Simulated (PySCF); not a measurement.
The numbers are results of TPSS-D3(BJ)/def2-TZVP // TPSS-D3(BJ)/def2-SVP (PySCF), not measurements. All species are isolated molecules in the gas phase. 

Reference species: [Pt(F)3] (neutral, multiplicity 2).

The dipole moment is 2.59 D and the mean distance from the central atom to its bonded neighbours is 1.886 Å. The coordination number is 3. The highest occupied spin orbital is -7.46 eV.

Changed species: [Pd(F)3] (M = Pd, multiplicity 2; the reference has M = Pt, multiplicity 2).

Task: Give the shifts of the dipole moment, mean distance from the central atom to its bonded neighbours, coordination number and highest occupied spin orbital.

Result: the dipole moment drops by 0.22 D, to 2.37 D; the mean distance from the central atom to its bonded neighbours drops by 0.016 Å, to 1.870 Å; the coordination number is nearly the same; the highest occupied spin orbital drops by 0.50 eV, to -7.96 eV.
